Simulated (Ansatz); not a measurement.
BHOF2 (difluorohydroxyborane): from total energies to a heat of formation

BHOF2 has 5 atoms, charge 0, and is taken as a singlet. SMILES: `OB(F)F`. The coordinates come from a PBE0-D4/def2-TZVP relaxation.

Total energies at CAM-B3LYP/def2-SVPD (Ansatz 0.2.0); the atoms run unrestricted:

| species | state | energy (Eh) |
| --- | --- | --- |
| BHOF2 | singlet | -300.254802 |
| O | triplet | -74.986203 |
| B | doublet | -24.612017 |
| F | doublet | -99.629807 |
| H | doublet | -0.497895 |

Harmonic wavenumbers at PBE0-D4/def2-TZVP, in cm⁻¹: 443, 478, 542, 687, 893, 1005, 1451, 1509, 3902.

Measured heats of formation of the gaseous atoms at 298.15 K, in kJ/mol: O 249.2, B 570.3, F 79.4, H 218.0. Spin-orbit lowering of the atoms at 298 K (mean of the ground term's levels less their thermal mean, from spectra), in kJ/mol: O 0.40, B 0.00, F 1.29. Take 1 Eh = 2625.50 kJ/mol, 1 cm⁻¹ = 0.0119627 kJ/mol, RT = 2.479 kJ/mol.

What heat of formation follows?


1. Electronic atomisation energy: (-74.986203) + (-24.612017) + 2 × (-99.629807) + (-0.497895) − (-300.254802) = 0.899073 Eh = 2360.5 kJ/mol.
2. Zero-point energy: half the sum of the wavenumbers, 5455 cm⁻¹ = 65.3 kJ/mol.
3. Thermal vibrational enthalpy, Σ hcν̃/(exp(hcν̃/kT) − 1): 2.4 kJ/mol. Translation, rotation and pV of a non-linear molecule: 4 RT = 9.9 kJ/mol.
4. The 5 free atoms carry 5/2 RT each: 31.0 kJ/mol.
5. Spin-orbit coupling lowers the free atoms by 0.40 + 0.00 + 2 × 1.29 = 3.0 kJ/mol.
6. Atomisation enthalpy at 298 K: 2360.5 − 3.0 − 65.3 − 2.4 − 9.9 + 31.0 = 2310.9 kJ/mol.
7. Sum of the atoms' heats of formation: 1196.3 kJ/mol. Heat of formation: 1196.3 − 2310.9 = -1114.6 kJ/mol.

The tabulated value is -1083.7 kJ/mol (NIST-JANAF tables; in doubt: it rests on an older heat of the boron atom), so this level is off by -30.9 kJ/mol, or 1.4 % of the atomisation enthalpy that the table implies (2279.9 kJ/mol). Anharmonicity and any spin-orbit splitting of the molecule are left out.
